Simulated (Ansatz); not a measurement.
Cost and result for the atomization energy of C$_{2}$H$_{8}$BGeN (`[BH2][GeH2][C](C)=N`) (13 atoms, 12 bonds).

Cartesian coordinates in Å:
```
B -1.049 -1.669 -1.197
Ge 0.652 -1.074 -0.216
C 0.274 0.601 0.808
C -0.086 1.818 0.016
N 0.322 0.664 2.070
H -1.601 -2.700 -0.956
H -1.534 -0.944 -2.015
H 1.766 -0.755 -1.236
H 1.203 -2.076 0.818
H -0.972 1.628 -0.598
H 0.724 2.077 -0.673
H -0.278 2.658 0.685
H 0.579 -0.228 2.493
```

Total charge 0; spin multiplicity 1. Correlated methods include outer-core shells of Ge, which these sets cover unevenly. Scalar relativity is left out up to krypton. Geometry: relaxed with PBE0-D4/def2-TZVP. It is one conformer, not always the lowest. Program: Ansatz. All runs use 2 threads of an AMD EPYC 7R13 on a shared host and a share of an NVIDIA H100 80 GB. Times are those of one run each, without the atoms' runs, and a repeat can differ threefold. Electronic energies, without spin–orbit coupling; frozen cores. CCSD(T)/CBS adds CCSD(T) − MP2 in def2-TZVPP to the MP2 limit, and its time is that of the two runs behind it. T1 = 0.014. With those shells the extrapolation isn't a true limit. B3LYP takes the VWN-RPA correlation (the form of Gaussian; ORCA's B3LYP/G).

CCSD(T)/CBS is a level of theory with its own doubt, some kJ/mol a heavy atom from the limit and from the frozen cores, so smaller differences don't rank the functionals.

```json
{"level": "PBE-D4/def2-TZVPP (with forces)", "functions": "284", "atomization (kJ/mol)": "4630.9", "difference from CCSD(T)/CBS": "93.6", "per bond": "7.8"}
{"level": "B3LYP-D4/def2-TZVPP (with forces)", "functions": "284", "atomization (kJ/mol)": "4556.2", "difference from CCSD(T)/CBS": "18.9", "per bond": "1.6"}
{"level": "CCSD(T)/CBS(def2)", "functions": "–", "atomization (kJ/mol)": "4537.3", "difference from CCSD(T)/CBS": "0.0", "per bond": "0.0"}
{"level": "B2PLYP/def2-TZVPP", "functions": "284", "atomization (kJ/mol)": "4499.3", "difference from CCSD(T)/CBS": "-38.0", "per bond": "-3.2"}
{"level": "r2SCAN-D4/def2-TZVPP (with forces)", "functions": "284", "atomization (kJ/mol)": "4555.1", "difference from CCSD(T)/CBS": "17.8", "per bond": "1.5"}
{"level": "ωB97M-V/def2-TZVPP (with forces)", "functions": "284", "atomization (kJ/mol)": "4544.6", "difference from CCSD(T)/CBS": "7.3", "per bond": "0.6"}
{"level": "MP2/def2-QZVPP", "functions": "557", "atomization (kJ/mol)": "4527.7", "difference from CCSD(T)/CBS": "-9.6", "per bond": "-0.8"}
{"level": "ωB97X-V/def2-TZVPP", "functions": "284", "atomization (kJ/mol)": "4560.4", "difference from CCSD(T)/CBS": "23.1", "per bond": "1.9"}
{"level": "CCSD(T)/def2-TZVPP", "functions": "284", "atomization (kJ/mol)": "4434.6", "difference from CCSD(T)/CBS": "-102.7", "per bond": "-8.6"}
{"level": "PBE0-D4/def2-TZVPP", "functions": "284", "atomization (kJ/mol)": "4555.2", "difference from CCSD(T)/CBS": "17.9", "per bond": "1.5"}
```

Question: Order the runs by time, with rough figures. (Estimate.)

Answer: Computed: B3LYP-D4/def2-TZVPP (with forces) 7 s; PBE0-D4/def2-TZVPP 7.5 s; r2SCAN-D4/def2-TZVPP (with forces) 8 s; PBE-D4/def2-TZVPP (with forces) 9.5 s; B2PLYP/def2-TZVPP 9.5 s; ωB97X-V/def2-TZVPP 13 s; ωB97M-V/def2-TZVPP (with forces) 14 s; MP2/def2-QZVPP 19 s; CCSD(T)/def2-TZVPP 24 s; CCSD(T)/CBS(def2) 42 s.

From PBE to PBE0 (25 % exact exchange), in def2-TZVPP and without D4, the atomization energy moves by −71.9 kJ/mol: exact exchange takes away binding that semilocal exchange gives to molecules. The D4 term adds +41.7 kJ/mol with B3LYP and +22.1 kJ/mol with PBE0; it sums over pairs of atoms, weighted by their polarisabilities, and B3LYP, whose exchange is more repulsive, gets the larger term. In def2-TZVPP, CCSD(T) changes the Hartree–Fock value by +1136.2 kJ/mol (the triples alone add +66.6 kJ/mol) and MP2 by +1169.4 kJ/mol; breaking electron pairs costs correlation energy, which Hartree–Fock lacks.
